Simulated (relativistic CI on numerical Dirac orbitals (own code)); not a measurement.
Be: what numerical and physical settings do to a radial Dirac CI calculation

Reference input:

```
atom Be  Z=4  charge=0  electrons=4
nucleus A=9  rms_radius_fm=2.5190
hamiltonian dirac-coulomb  breit=on  qed=on  c_scale=1
orbitals kli  potential=per-configuration
slater_scale 1
correlation none
mixing on
grid step=0.0125 r_max=62.6
scf mixing=0.4 start=green max_iterations=150 tolerance=2e-08 node_fill=0.05
configurations
  [He] 2s2
  [He] 2s 2p
end
```

Computed lowest total energy -14.57414 Ha, first excitation 13769.0 cm⁻¹, 18 SCF steps. Runs with settings changed; * marks those that are bad on purpose:

```tsv
Changed	Outcome	Lowest level	ΔE (Ha)	First excitation (cm⁻¹)	SCF steps	Message
end of the grid at 93.9 bohr, grid step 0.03	converged	2s2 1S_0	1.09e-06	13769.0	18	
SCF tolerance 1e-05	converged	2s2 1S_0	3.01e-08	13769.0	13	
end of the grid at 31.3 bohr	converged	2s2 1S_0	-1.78e-15	13769.0	18	
QED terms off	converged	2s2 1S_0	-0.000359	13770.4	18	
SCF tolerance 0.01 *	converged	2s2 1S_0	9.68e-05	13831.3	6	
nuclear radius 2519.0 fm *	converged	2s2 1S_0	0.476	12151.0	17
```

With so few configurations and no correlation, terms lie too far apart (by 10 to 50 % near neutrality), their order can be wrong, and levels of other configurations are missing.
